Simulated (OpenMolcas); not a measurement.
Cu2+ with its 6 nearest fluoride ions, on the Mg site of KMgF3 (a = 3.973 Å, distance in the model lattice 1.986 Å). The rest of the host is ab initio model potentials to 7.6 Å, with orthogonalisation functions on the cations behind the ligands, and point charges beyond; the distance is set by hand and nothing relaxes. Ligand basis ANO-RCC-VDZP.

```
Program             : OpenMolcas
Method              : CASSCF
Basis               : ANO-RCC-VTZP [6s5p3d2f1g]
Scalar Hamiltonian  : DKH2, point nucleus
Active space        : 9 electrons in 5 orbitals (3d)
State averaging     : 2S+1 = 2 even, 5 roots
Spin-orbit coupling : state interaction with AMFI integrals over the reference wave functions
```

All ligands move together. At R = 1.986 Å |10Dq| is 6236 cm-1, and at R = 2.021 Å it is 5635 cm-1.

A third run gives 5337 cm-1. What distance was it run at?

With a power law R^-n the two known points give n = -ln(5635 / 6236) / ln(2.021 / 1.986) = 5.80. Then R = 1.986 × (6236 / 5337)^(1/5.80) = 2.040 Å. The run was at 2.04 Å, so the estimate is off by 0 Å.

An orbital doublet at a regular site is open to a Jahn-Teller distortion, which this geometry leaves out. Ligand-to-metal charge-transfer states are missing. With metal d orbitals alone and no dynamic correlation 10Dq can be off by a tenth to a fifth, either way, in oxide and fluoride hosts. No measured value stands beside these numbers; the geometry was set by hand and not optimised.
